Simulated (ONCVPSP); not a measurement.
## gold (Au): one change to an ONCV potential, before and after

| Quantity | Value |
| --- | --- |
| Element | Au (Z = 79) |
| Generator | ONCVPSP 4.0.1 |
| Type | optimised norm-conserving Vanderbilt (ONCV) |
| Functional | BLYP |
| Relativity | fully relativistic |
| Frozen core | [Xe] 4f14 |
| Valence charge | 11 |
| Reference configuration | 5d10 6s1 |
| Partial waves | 6s: rc 2.40 bohr, ncon 3, nbas 8, qcut 2.8 1/bohr, 2 projectors, debl 2.8 Ha; p scattering state at 0.04 Ha: rc 2.20 bohr, ncon 4, nbas 7, qcut 3.6 1/bohr, 2 projectors, debl 1.8 Ha; 5d: rc 1.70 bohr, ncon 4, nbas 9, qcut 7.8 1/bohr, 2 projectors, debl 1.7 Ha |
| Local potential | polynomial inside 1.70 bohr (lpopt 5, dvloc0 0 Ha) |
| Core correction | Teter function, fcfact 4, rcfact 1.2 |

Open shells are filled in proportion to 2j + 1.

Change: s: qcut 2.3.

Cutoffs: the cutoffs (Ha) at which the residual kinetic energy of the hardest occupied pseudo-wave falls to 1 and 0.1 mHa per electron; they do not see the model core or the augmentation charge, which bear on the density cutoff. Errors are all-electron minus pseudo energies relative to the spin-unpolarised reference configuration.

Q: How do hardness, ghosts and transferability respond?

A: The potential gets harder (21 Ha and 28 Ha → 21 Ha and 35 Ha); both files keep a bound ghost (p); of the 4 tests that both files solve, the error grows in 3 and shrinks in 0 by more than 15 % and 0.3 meV (median size 18.1 → 18.6 meV).

| quantity | base | changed |
| --- | --- | --- |
| cutoff, loose | 21 Ha | 21 Ha |
| cutoff, tight | 28 Ha | 35 Ha |
| loose cutoff by channel | s 4.1 Ha, d 21 Ha | s 12 Ha, d 21 Ha |
| bound ghosts | p3/2 | p3/2 |
| GHOST(+) flags under 300 eV | s at 23.6 eV, p1/2 at 60.4 eV, p3/2 at 88.7 eV | s at 27.0 eV, p1/2 at 60.4 eV, p3/2 at 88.7 eV |
| error for 5d10 6s0, meV [ΔE 9.48 eV] | +1.9 | +6.7 |
| error for 5d9 6s0, meV [ΔE 30.62 eV] | +5.5 | -10 |
| error for 5d8 6s0, meV [ΔE 64.37 eV] | -59 | -104 |
| error for 5d9 6s1 6p1, meV [ΔE 7.29 eV] | -31 | -27 |
| s: phases at 2.44 bohr within 0.05 rad from the reference energy up to (Ha; the scan ends near 5) | 0.8 | 0.9 |
| p3/2: phases at 2.23 bohr within 0.05 rad from the reference energy up to (Ha; the scan ends near 5) | 3.0 | 3.0 |
| p1/2: phases at 2.23 bohr within 0.05 rad from the reference energy up to (Ha; the scan ends near 5) | 2.2 | 2.2 |
| d5/2: phases at 1.72 bohr within 0.05 rad from the reference energy up to (Ha; the scan ends near 5) | to the end of the scan | to the end of the scan |
| d3/2: phases at 1.72 bohr within 0.05 rad from the reference energy up to (Ha; the scan ends near 5) | to the end of the scan | to the end of the scan |
| rms error of d²Exc/dni dnj with the model core, mHa | 4.90 | 4.83 |

 A true bound ghost makes a file unfit for plane-wave use even where its test errors are small: the radial tests pick states by their node count and pass the ghost by.
